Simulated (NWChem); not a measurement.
The numbers come from NWChem runs, not from measurements. System: SSi, charge 0, spin multiplicity 1, displaced from the optimised geometry. Level: CR-CCSD(T)/cc-pVDZ, 10 core orbitals frozen, spin-restricted.

Part of the output:

```
             Northwest Computational Chemistry Package (NWChem) 7.3.0
             --------------------------------------------------------

                                NWChem Input Module
                                -------------------

 Scaling coordinates for geometry "geometry" by  1.889725989
 (inverse scale =  0.529177249)

                             Geometry "geometry" -> ""
                             -------------------------

 Output coordinates in angstroms (scale by  1.889725989 to convert to a.u.)

  No.       Tag          Charge          X              Y              Z
 ---- ---------------- ---------- -------------- -------------- --------------
    1 Si                  14.0000     0.00000000     0.00000000     1.03447900
    2 S                   16.0000     0.00000000     0.00000000    -1.09913400

 Effective nuclear repulsion energy (a.u.)      55.5563280576

            Nuclear Dipole moment (a.u.)
            ----------------------------
        X                 Y               Z
 ---------------- ---------------- ----------------
     0.0000000000     0.0000000000    -5.8646474425


 Summary of "ao basis" -> "" (spherical)
 ------------------------------------------------------------------------------
       Tag                 Description            Shells   Functions and Types
 ---------------- ------------------------------  ------  ---------------------
 *                          cc-pvdz                   on all atoms

 Summary of "ao basis" -> "ao basis" (spherical)
 ------------------------------------------------------------------------------
       Tag                 Description            Shells   Functions and Types
 ---------------- ------------------------------  ------  ---------------------
 Si                         cc-pvdz                  8       18   4s3p1d
 S                          cc-pvdz                  8       18   4s3p1d

                                 NWChem SCF Module
                                 -----------------

  ao basis        = "ao basis"
  functions       =    36
  atoms           =     2
  closed shells   =    15
  open shells     =     0
  charge          =   0.00
  wavefunction    = RHF
  use symmetry    = F
  symmetry adapt  = F

 Summary of "ao basis" -> "ao basis" (spherical)
 ------------------------------------------------------------------------------
       Tag                 Description            Shells   Functions and Types
 ---------------- ------------------------------  ------  ---------------------
 Si                         cc-pvdz                  8       18   4s3p1d
 S                          cc-pvdz                  8       18   4s3p1d

 Forming initial guess at       0.0s

      Superposition of Atomic Density Guess
      -------------------------------------

 Sum of atomic energies:        -686.31283977

      Non-variational initial energy
      ------------------------------

 Total energy =    -686.282476
 1-e energy   =   -1060.794599
 2-e energy   =     318.955795
 HOMO         =      -0.290150
 LUMO         =      -0.045090

 Starting SCF solution at       0.8s

 ----------------------------------------------
         Quadratically convergent ROHF

 Convergence threshold     :          1.000E-07
 Maximum no. of iterations :          100
 Final Fock-matrix accuracy:          1.000E-09
 ----------------------------------------------

              iter       energy          gnorm     gmax       time
             ----- ------------------- --------- --------- --------
                 1     -686.3816668489  7.90D-01  3.17D-01      0.8
                 2     -686.4552322667  1.55D-01  7.42D-02      0.8
                 3     -686.4595804394  1.46D-02  6.01D-03      0.8
                 4     -686.4596365340  1.23D-04  5.19D-05      0.8
                 5     -686.4596365367  8.53D-09  3.18D-09      0.8

       Final RHF  results
       ------------------

         Total SCF energy =   -686.459636536699
      One-electron energy =  -1061.307743639841
      Two-electron energy =    319.291779045554
 Nuclear repulsion energy =     55.556328057587

        Time for solution =      0.0s

             Final eigenvalues
             -----------------
[...]
   Bfn.  Coefficient  Atom+Function         Bfn.  Coefficient  Atom+Function
  ----- ------------  ---------------      ----- ------------  ---------------
    30      0.385504  2 S  py                27      0.370844  2 S  py
    29      0.280283  2 S  px                26      0.269624  2 S  px
    12      0.158253  1 Si py

 Vector   15  Occ=2.000000D+00  E=-3.592638D-01
              MO Center=  1.0D-15, -8.1D-16, -6.9D-01, r^2= 2.1D+00
   Bfn.  Coefficient  Atom+Function         Bfn.  Coefficient  Atom+Function
  ----- ------------  ---------------      ----- ------------  ---------------
    29      0.385504  2 S  px                26      0.370844  2 S  px
    30     -0.280283  2 S  py                27     -0.269624  2 S  py
    11      0.158253  1 Si px

 Vector   16  Occ=0.000000D+00  E= 8.221956D-03
              MO Center= -1.2D-15,  9.3D-17,  7.5D-01, r^2= 3.6D+00
   Bfn.  Coefficient  Atom+Function         Bfn.  Coefficient  Atom+Function
  ----- ------------  ---------------      ----- ------------  ---------------
    11      0.725972  1 Si px                29     -0.409832  2 S  px
     8      0.355717  1 Si px                26     -0.226088  2 S  px

 Vector   17  Occ=0.000000D+00  E= 8.221956D-03
              MO Center= -2.0D-16,  1.0D-15,  7.5D-01, r^2= 3.6D+00
   Bfn.  Coefficient  Atom+Function         Bfn.  Coefficient  Atom+Function
  ----- ------------  ---------------      ----- ------------  ---------------
    12      0.725972  1 Si py                30     -0.409832  2 S  py
     9      0.355717  1 Si py                27     -0.226088  2 S  py

 Vector   18  Occ=0.000000D+00  E= 1.462929D-01
              MO Center= -6.3D-18,  1.5D-16,  8.0D-01, r^2= 4.8D+00
   Bfn.  Coefficient  Atom+Function         Bfn.  Coefficient  Atom+Function
  ----- ------------  ---------------      ----- ------------  ---------------
    13      1.299949  1 Si pz                22      1.010809  2 S  s
    31      0.817588  2 S  pz                 4     -0.812035  1 Si s
    28      0.210595  2 S  pz                10      0.155287  1 Si pz

 center of mass
 --------------
 x =   0.00000000 y =   0.00000000 z =  -0.19543915

 moments of inertia (a.u.)
 ------------------
         242.559247968692           0.000000000000           0.000000000000
           0.000000000000         242.559247968692           0.000000000000
           0.000000000000           0.000000000000           0.000000000000

  Mulliken analysis of the total density
  --------------------------------------

    Atom       Charge   Shell Charges
 -----------   ------   -------------------------------------------------------
    1 Si  14    13.59   2.00  2.01  1.01  0.82  6.00  0.88  0.74  0.13
    2 S   16    16.41   2.00  2.01  0.91  0.97  6.00  2.19  2.29  0.03

       Multipole analysis of the density wrt the origin
       ------------------------------------------------

     L   x y z        total         open         nuclear
     -   - - -        -----         ----         -------
     0   0 0 0     -0.000000      0.000000     30.000000

     1   1 0 0     -0.000000      0.000000      0.000000
     1   0 1 0      0.000000      0.000000      0.000000
     1   0 0 1      1.328488      0.000000     -5.864647

     2   2 0 0    -19.225533      0.000000      0.000000
     2   1 1 0     -0.000000      0.000000      0.000000
     2   1 0 1     -0.000000      0.000000      0.000000
     2   0 2 0    -19.225533      0.000000      0.000000
     2   0 1 1      0.000000      0.000000      0.000000
     2   0 0 2    -20.122404      0.000000    122.528873

                   NWChem Extensible Many-Electron Theory Module
                   ---------------------------------------------


            General Information
            -------------------
      Number of processors :     1
         Wavefunction type : Restricted Hartree-Fock
          No. of electrons :    30
           Alpha electrons :    15
            Beta electrons :    15
           No. of orbitals :    72
            Alpha orbitals :    36
             Beta orbitals :    36
        Alpha frozen cores :    10
         Beta frozen cores :    10
     Alpha frozen virtuals :     0
      Beta frozen virtuals :     0
         Spin multiplicity : singlet
    Number of AO functions :    36
       Number of AO shells :    16
        Use of symmetry is : off
      Symmetry adaption is : off
         Schwarz screening : 0.10D-09

          Correlation Information
          -----------------------
          Calculation type : Coupled-cluster singles & doubles w/ perturbation
   Perturbative correction : Completely renormalized (T)
            Max iterations :      100
        Residual threshold : 0.10D-05
     T(0) DIIS level shift : 0.00D+00
     L(0) DIIS level shift : 0.00D+00
     T(1) DIIS level shift : 0.00D+00
     L(1) DIIS level shift : 0.00D+00
     T(R) DIIS level shift : 0.00D+00
     T(I) DIIS level shift : 0.00D+00
   CC-T/L Amplitude update :  5-th order DIIS
                I/O scheme : Global Array Library
        L-threshold :  0.10D-05
        EOM-threshold :  0.10D-05
 no EOMCCSD initial starts read in
 TCE RESTART OPTIONS
 SLICE:      F
 D4D5:       F
 quantumc:   F
 qrotation:  F
 pwtce:      F
 qducc:      F
 nacto:                         0
 nrotv:                         0
 nrot:                          0

            Memory Information
            ------------------
          Available GA space size is     249035504 doubles
          Available MA space size is     104854908 doubles

 Maximum block size supplied by input
 Maximum block size        24 doubles

 tile_dim =     21

 -------------------------------------------------

 Global array virtual files algorithm will be used

 Parallel file system coherency ......... OK

 4-electron integrals stored in orbital form

 v2    file size   =           266086
 4-index algorithm nr.  13 is used
 imaxsize =       30
 imaxsize ichop =        0


CCSD iterations
 ---------------------------------------------------------
 Iter          Residuum       Correlation     Cpu    Wall
 ---------------------------------------------------------
    1   0.1072141486472  -0.2119697082321     0.0     0.0
    2   0.0342363034541  -0.2235181855153     0.0     0.0
    3   0.0133425825640  -0.2301817175084     0.0     0.0
    4   0.0071602223537  -0.2313578212876     0.0     0.0
    5   0.0034000223055  -0.2323741487820     0.0     0.0
    6   0.0014518800584  -0.2328295180705     0.0     0.0
    7   0.0009585129336  -0.2328786444999     0.0     0.0
    8   0.0004890357896  -0.2329295895976     0.0     0.0
    9   0.0003856623885  -0.2329160695981     0.0     0.0
   10   0.0002085780837  -0.2329431104837     0.0     0.0
   11   0.0000301156712  -0.2329547840148     0.0     0.0
   12   0.0000103489256  -0.2329585605127     0.0     0.0
   13   0.0000045133608  -0.2329596808581     0.0     0.0
   14   0.0000022003940  -0.2329598693669     0.0     0.0
   15   0.0000010641312  -0.2329600714617     0.0     0.0
   16   0.0000004050517  -0.2329601632340     0.0     0.0
 -----------------------------------------------------------------
 Iterations converged
 CCSD correlation energy / hartree =        -0.232960163233965
 CCSD total energy / hartree       =      -686.692596699933233

 Singles contributions

 Doubles contributions
 CR-CCSD(T)

 CR-CCSD[T]  correction energy / hartree =        -0.012741068344873
 CR-CCSD[T] correlation energy / hartree =        -0.245701231578838
 CR-CCSD[T] total energy / hartree       =      -686.705337768278127
 CR-CCSD(T)  correction energy / hartree =        -0.010926188594643
 CR-CCSD(T) correlation energy / hartree =        -0.243886351828608
 CR-CCSD(T) total energy / hartree       =      -686.703522888527914

 Task  times  cpu:        3.7s     wall:        3.7s

 Total times  cpu:        3.8s     wall:        3.8s
```

### Question
Write an NWChem input that would produce this output.

### Answer
Several could match; the one computed here: 
```
start mol
memory heap 100 mb stack 700 mb global 1900 mb
geometry units angstroms nocenter noautoz noautosym
  Si     0.000000     0.000000     1.034479
  S      0.000000     0.000000    -1.099134
end
basis spherical
  * library cc-pvdz
end
scf
  rhf
  nopen 0
  maxiter 100
  thresh 1e-7
  semidirect memsize 60000000 filesize 0
end
tce
  freeze core 10
  cr-ccsd(t)
  2eorb
  2emet 13
  thresh 1e-6
  maxiter 100
  tilesize 24
end
task tce energy
```
